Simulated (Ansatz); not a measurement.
Consider the isomerisation: `S[SiH]1CC1` → `C1CS[SiH2]1`.

Computed with Ansatz on PBE0-D4/def2-TZVP structures; ΔE is electronic, products minus reactants. CCSD(T)/CBS is the MP2 limit (def2-TZVPP, def2-QZVPP) plus CCSD(T) − MP2 in def2-TZVPP, frozen cores. Functionals use def2-TZVPP. HSE06 is defined as in plane-wave codes. One conformer a species, not always the lowest.

`S[SiH]1CC1`:

Z-matrix (Å, degrees):
```
Si
C 1 1.842
C 1 1.840 2 49.7
S 1 2.121 2 120.4 3 100.4
H 1 1.478 2 119.2 3 -105.5
H 2 1.086 1 119.2 3 107.4
H 2 1.085 1 119.1 3 -107.2
H 3 1.085 1 119.4 2 -107.6
H 3 1.085 1 119.1 2 107.2
H 4 1.344 1 95.3 2 86.0
```

`C1CS[SiH2]1`:

Z-matrix (Å, degrees):
```
C
Si 1 1.879
C 1 1.542 2 93.6
H 1 1.090 2 118.4 3 -119.8
H 1 1.092 2 110.9 3 114.1
S 2 2.136 1 83.1 3 -12.1
H 2 1.489 1 115.6 3 102.2
H 2 1.487 1 118.1 3 -128.2
H 3 1.090 1 112.1 2 -102.6
H 3 1.090 1 114.1 2 133.3
```

Is it downhill or uphill in electronic energy at CCSD(T)/CBS, and by how much? (Estimate.)

The calculation gave: Downhill: ΔE = -49.6 kJ/mol.

What do these levels give: B97M-V, PBE0-D4, BHLYP-D4, CAM-B3LYP-D4, ωB97X-V, revPBE, HSE06, RPA@PBE/def2-TZVPP, HF/def2-SVP, HF/def2-TZVPP, SCS-MP2/def2-QZVPP, MP2/CBS(def2)? (Estimate.)

The calculation gave: B97M-V -38.7, PBE0-D4 -46.2, BHLYP-D4 -51.9, CAM-B3LYP-D4 -46.5, ωB97X-V -50.2, revPBE -38.1, HSE06 -44.7, RPA@PBE/def2-TZVPP -52.2, HF/def2-SVP -56.0, HF/def2-TZVPP -58.2, SCS-MP2/def2-QZVPP -53.0, MP2/CBS(def2) -50.1 kJ/mol.

What do rigid-rotor, harmonic-oscillator terms from PBE0-D4/def2-TZVP frequencies (298.15 K, 1 bar) make of the CCSD(T)/CBS value? (Estimate.)

The calculation gave: ΔZPE = +5.8 kJ/mol, ΔH = -45.9 kJ/mol, ΔS = -12 J/(mol·K), ΔG = -42.4 kJ/mol.

Largest T1 diagnostic among the species: 0.011.

The D4 term adds −3.4 kJ/mol with B3LYP and −1.5 kJ/mol with PBE0; it sums over pairs of atoms, weighted by their polarisabilities, and B3LYP, whose exchange is more repulsive, gets the larger term. Leaving LDA and LC-ωPBE aside and taking each functional with its dispersion term where it has one, the values, not all of them listed here, spread over 13.6 kJ/mol, from BHLYP-D4 to r2SCAN-D4.

B3LYP here is the variant with VWN-RPA as its local correlation; programs differ in this.
